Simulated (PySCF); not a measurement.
FH₃NSi₂, F₂HSi, ClF₂Si, FH₃OSi₂ (calculated)

All values are calculated (PySCF 2.14.0). Calculation on a computer-drawn molecule: the log of a Hartree-Fock and frozen-core CCSD(T) single point meant for a local Hartree-Fock minimum, with one planted fault or none, to be diagnosed. Offsets are logged minus clean, where the clean run is the same molecule without the fault. The reference is restricted for singlets and unrestricted otherwise, and also for a bond in bohr or an excited solution. Adding or removing an electron swaps singlet and doublet. The excited solution moves the top pair (singlet) or top alpha electron (doublet) to the lowest empty orbital. Highest occupied and lowest empty are orbital energies over both spins, largest force is the largest gradient component, triples share is (T) over the correlation energy, the T1 limit is 0.02 restricted and 0.045 unrestricted, electrons count all cores, a negative frequency is imaginary (commonest isotopes), and the dipole is about the centre of nuclear charge.

Common to all runs: meant charge 0; meant basis cc-pV(D+d)Z; logged SCF converged yes; logged CC converged yes; logged SCF stable within its kind yes; possible faults no fault, one electron removed, one electron added, multiplicity raised by two, geometry at a saddle point, SCF held on an excited solution, minimal basis STO-3G, one bond length entered in bohr, all coordinates scaled.

(1) FH₃NSi₂

Logged structure:
```xyz
7
FH3NSi2
F     -0.0426    -0.0349    -1.3743
Si     1.0665     0.0442    -0.1835
N      0.3640     0.0321     1.3360
Si    -0.8145    -0.2396     2.3313
H      1.8225     1.2929    -0.4284
H     -0.6373    -0.1573     3.7877
H     -2.1915    -0.6108     1.9650
```

```
meant multiplicity                   : 2
logged electrons                     : 48
logged basis functions               : 89
logged spin squared                  : 0
logged highest occupied              : -0.22971 eV
logged lowest empty                  : 6.2524 eV
logged largest force                 : 0.053136 hartree/bohr
logged T1 diagnostic                 : 0.031287
logged D1 diagnostic                 : 0.13768
logged triples share                 : 0.035535
logged dipole magnitude              : 4.2968 debye
logged energy HF                     : -733.49665 hartree
logged energy CCSD(T)                : -734.1152 hartree
planted fault                        : one electron added
HF energy offset from clean run      : 21.09 kcal/mol
CCSD(T) energy offset from clean run : -11.1 kcal/mol
```

Drawn bonds:
```tsv
atom	other atom	order
1	2	1
2	3	2
3	4	1
2	5	1
4	6	1
4	7	1
```

Notes: T1 above single-reference limit.

(2) FH₃NSi₂

Logged structure:
```xyz
7
FH3NSi2
F      2.3385    -1.3162     0.0000
Si     1.5426     0.0694     0.0000
N      0.0000     0.2321     0.0000
Si    -1.6543     0.0182     0.0000
H      2.5424     1.1248     0.0000
H     -2.2439    -1.3219     0.0000
H     -2.5252     1.1936     0.0000
```

```
meant multiplicity                   : 2
logged electrons                     : 47
logged basis functions               : 89
logged spin squared                  : 0.813
logged highest occupied              : -6.2156 eV
logged lowest empty                  : 1.8744 eV
logged largest force                 : 6.096e-05 hartree/bohr
logged lowest frequency              : -1009.4 cm⁻¹
logged T1 diagnostic                 : 0.019453
logged D1 diagnostic                 : 0.078901
logged triples share                 : 0.027593
logged dipole magnitude              : 1.7073 debye
logged energy HF                     : -733.51139 hartree
logged energy CCSD(T)                : -734.08633 hartree
planted fault                        : geometry at a saddle point
HF energy offset from clean run      : 11.84 kcal/mol
CCSD(T) energy offset from clean run : 7.013 kcal/mol
```

Drawn bonds:
```tsv
atom	other atom	order
1	2	1
2	3	2
3	4	1
2	5	1
4	6	1
4	7	1
```

(3) F₂HSi

Logged structure:
```xyz
4
F2HSi
F     -1.8542    -1.7763    -4.3793
Si    -0.7455    -1.0188    -3.4987
F     -1.1570     0.5331    -3.4733
H     -0.8172    -1.5381    -2.1197
```

```
meant multiplicity                   : 2
logged electrons                     : 33
logged basis functions               : 20
logged spin squared                  : 0.7544
logged highest occupied              : -6.6577 eV
logged lowest empty                  : 5.6134 eV
logged largest force                 : 0.020865 hartree/bohr
logged T1 diagnostic                 : 0.016081
logged D1 diagnostic                 : 0.081487
logged triples share                 : 0.056839
logged dipole magnitude              : 1.6369 debye
logged energy HF                     : -482.23774 hartree
logged energy CCSD(T)                : -482.31896 hartree
planted fault                        : minimal basis STO-3G
HF energy offset from clean run      : 3914 kcal/mol
CCSD(T) energy offset from clean run : 4160 kcal/mol
```

Drawn bonds:
```tsv
atom	other atom	order
1	2	1
2	3	1
2	4	1
```

(4) ClF₂Si

Logged structure:
```xyz
4
ClF2Si
F     -2.3945     0.6340     1.3353
Si    -1.0498    -0.2261     1.3477
F     -1.0857    -1.1443     0.0424
Cl     0.5436     1.0391     1.2207
```

```
meant multiplicity                   : 2
logged electrons                     : 50
logged basis functions               : 74
logged spin squared                  : 0
logged highest occupied              : -1.2946 eV
logged lowest empty                  : 11.006 eV
logged largest force                 : 0.11389 hartree/bohr
logged T1 diagnostic                 : 0.011492
logged D1 diagnostic                 : 0.036091
logged triples share                 : 0.017732
logged dipole magnitude              : 2.5885 debye
logged energy HF                     : -947.46875 hartree
logged energy CCSD(T)                : -948.1025 hartree
planted fault                        : one electron added
HF energy offset from clean run      : -7.31 kcal/mol
CCSD(T) energy offset from clean run : -20.72 kcal/mol
```

Drawn bonds:
```tsv
atom	other atom	order
1	2	1
2	3	1
2	4	1
```

(5) FH₃OSi₂

Logged structure:
```xyz
7
FH3OSi2
F     -0.9801     1.4465     0.7516
Si     0.3673     1.9156     0.2591
O      1.1684     0.6477     0.4246
Si     1.1744    -0.8272     0.8601
H      2.4336    -1.3119     0.6732
H      0.2882    -1.5328     0.1013
H      0.8331    -0.9176     2.1772
```

```
meant multiplicity                   : 1
logged electrons                     : 48
logged basis functions               : 89
logged spin squared                  : 0
logged highest occupied              : -9.869 eV
logged lowest empty                  : 2.0733 eV
logged largest force                 : 0.13058 hartree/bohr
logged T1 diagnostic                 : 0.012799
logged D1 diagnostic                 : 0.037205
logged triples share                 : 0.019431
logged dipole magnitude              : 1.1577 debye
logged energy HF                     : -753.99219 hartree
logged energy CCSD(T)                : -754.57858 hartree
planted fault                        : all coordinates scaled, by -7.6 %
HF energy offset from clean run      : 33.27 kcal/mol
CCSD(T) energy offset from clean run : 39.97 kcal/mol
```

Drawn bonds:
```tsv
atom	other atom	order
1	2	1
2	3	1
3	4	1
4	5	1
4	6	1
4	7	1
```
